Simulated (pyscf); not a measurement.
# HO–GeH₂–Cl (SMILES [OH][GeH2][Cl]), singlet

Gas-phase minimum from PySCF at ωB97X-D3(BJ)/def2-SVP, one conformer. 

```
Ge
O 1 1.7666
H 2 0.9645 1 113.82
H 1 1.5241 2 105.71 3 174.64
H 1 1.5323 4 115.41 2 -123.80
Cl 1 2.1587 4 108.96 5 -119.36
```

Properties at ωB97X-D3(BJ)/def2-SVP:

```json
{
 "harmonic_wavenumbers_unscaled": "171, 259, 438, 551, 679, 743, 831, 878, 916, 2213, 2257, 3907 cm⁻¹",
 "zero_point_energy": "19.8 kcal/mol",
 "rotational_symmetry_number": "1",
 "Entropy of this conformer at 298 K and 1 atm, rigid rotor and harmonic oscillator, modes under 100 cm⁻¹ raised to 100": "302.7 J/(mol K)",
 "dipole_moment": "1.64 D"
}
```

Single-point totals, which compare only within one level (frozen core for MP2 and CC):

```json
[
 {"level": "ωB97X-D3(BJ)/def2-TZVP", "total energy (hartree)": "-2614.31955"},
 {"level": "PBE/def2-TZVP", "total energy (hartree)": "-2613.75384"},
 {"level": "r²SCAN/def2-TZVP", "total energy (hartree)": "-2614.26608"},
 {"level": "B3LYP-D3(BJ)/def2-TZVP", "total energy (hartree)": "-2614.41261"},
 {"level": "PBE0-D3(BJ)/def2-TZVP", "total energy (hartree)": "-2613.85044"},
 {"level": "M06-2X/def2-TZVP", "total energy (hartree)": "-2614.30329"},
 {"level": "ωB97M-D3(BJ)/def2-TZVP", "total energy (hartree)": "-2614.42747"},
 {"level": "HF/def2-TZVPP", "total energy (hartree)": "-2611.59480"},
 {"level": "MP2/def2-TZVPP", "total energy (hartree)": "-2612.28346"},
 {"level": "CCSD/def2-TZVPP", "total energy (hartree)": "-2612.30677"},
 {"level": "CCSD(T)/def2-TZVPP", "total energy (hartree)": "-2612.33321"}
]
```

Soft torsions are taken as harmonic, which can shift the entropy by several J/(mol K). The CCSD(T) − MP2 part came from Ansatz, without density fitting, on the same reference. The frozen core leaves the outer d or s,p core shells of the metals and heavy elements correlated in the MP2 and CC values, and def2-TZVPP describes them poorly, so these totals are far from the basis limit. Elements up to Kr have no core potential and no relativistic terms here.
